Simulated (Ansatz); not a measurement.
C₂H₆BrNSi (`N=C[SiH2]CBr`), relaxed with RKS PBE0-D4/def2-TZVP in Ansatz 0.2.0 from a PBE-D4/def2-SVP geometry. The force threshold is 0.005 eV/Å; the program also tests the step.

Charge 0, multiplicity 1.

Start:

```xyz
11

N    -1.804    0.521   -0.466
C    -0.784    0.305   -1.218
Si    0.913    0.210   -0.348
C     0.585   -0.361    1.428
Br    0.076   -2.260    1.427
H    -2.675    0.574   -1.029
H    -0.852    0.195   -2.331
H     1.850   -0.718   -1.068
H     1.521    1.592   -0.333
H     1.452   -0.252    2.107
H    -0.284    0.195    1.831
```

```json
{"step": "1", "energy (eV)": "-81571.0658", "largest force (eV/Å)": "1.081", "largest move (Å)": "0.000"}
{"step": "2", "energy (eV)": "-81571.1139", "largest force (eV/Å)": "0.348", "largest move (Å)": "0.035"}
{"step": "3", "energy (eV)": "-81571.1183", "largest force (eV/Å)": "0.125", "largest move (Å)": "0.021"}
{"step": "4", "energy (eV)": "-81571.1185", "largest force (eV/Å)": "0.079", "largest move (Å)": "0.016"}
{"step": "5", "energy (eV)": "-81571.1191", "largest force (eV/Å)": "0.019", "largest move (Å)": "0.009"}
{"step": "6", "energy (eV)": "-81571.1191", "largest force (eV/Å)": "0.023", "largest move (Å)": "0.006"}
{"step": "7", "energy (eV)": "-81571.1191", "largest force (eV/Å)": "0.015", "largest move (Å)": "0.015"}
{"step": "8", "energy (eV)": "-81571.1192", "largest force (eV/Å)": "0.004", "largest move (Å)": "0.006"}
{"step": "9", "energy (eV)": "-81571.1192", "largest force (eV/Å)": "0.004", "largest move (Å)": "0.006"}
{"step": "10", "energy (eV)": "-81571.1192", "largest force (eV/Å)": "0.003", "largest move (Å)": "0.005"}
```

End:

```xyz
11

N    -1.808    0.494   -0.495
C    -0.778    0.316   -1.215
Si    0.891    0.207   -0.334
C     0.586   -0.352    1.427
Br    0.095   -2.235    1.429
H    -2.661    0.558   -1.054
H    -0.833    0.243   -2.311
H     1.798   -0.730   -1.043
H     1.509    1.564   -0.335
H     1.458   -0.252    2.071
H    -0.257    0.187    1.860
```

Hardware: 4 threads of an Arm Neoverse V1 on a shared host. Wall time 55 s, peak host memory 0.67 GiB.
